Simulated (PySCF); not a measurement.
Correlation energy of S²⁺ (sulfur, charge +2)

[Ne] 3s2 3p1 3d1, one real determinant (an excited configuration). Computed with PySCF 2.14 in aug-cc-pwCVTZ (8s7p5d3f, 75 functions), with the non-relativistic Hamiltonian (point nucleus). Frozen: [Ne]; 4 electrons correlated.

MP2 pair energies summed by pair of shells (mhartree):

| pair | energy | share (%) |
| --- | --- | --- |
| 3s-3d | -37.81 | 39.7 |
| 3s-3s | -26.81 | 28.1 |
| 3s-3p | -23.43 | 24.6 |
| 3p-3d | -7.27 | 7.6 |

Total MP2 correlation energy: -95.32 mhartree.

Same-spin part -15.29 and opposite-spin part -80.03 mhartree; SCS-MP2 scales them by 1/3 and 6/5 to -101.13 mhartree.

The reference is one real determinant that mixes LS terms of this configuration.
